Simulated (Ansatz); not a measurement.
Two isomers of H7OPSi2: A = `O[SiH2][SiH2]P`, B = `O[SiH2]P[SiH3]`.

Isolated molecules relaxed with PBE0-D4/def2-TZVP in Ansatz; ΔE leaves out vibrations. CBS: MP2 limit from def2 TZ/QZ plus the TZ coupled-cluster correction, frozen cores. DFT in def2-TZVPP. One conformer a species, not always the lowest.

Problem. Which isomer does CCSD(T)/CBS put lower? Give the gap. (An estimate is asked.)

Solution. The calculation gave: B, by 33.6 kJ/mol.

Problem. Give E(B) − E(A) in kJ/mol with B2PLYP, MP2/def2-TZVPP, CCSD(T)/def2-TZVPP, PBE0-D4, CCSD/def2-TZVPP, ωB97M-V, HF/def2-TZVPP. (Best estimate.)

Solution. Ansatz gave: B2PLYP -32.0, MP2/def2-TZVPP -39.4, CCSD(T)/def2-TZVPP -32.3, PBE0-D4 -30.0, CCSD/def2-TZVPP -30.9, ωB97M-V -35.6, HF/def2-TZVPP -30.7. None reverses the order clearly.

Largest T1 diagnostic: 0.013.
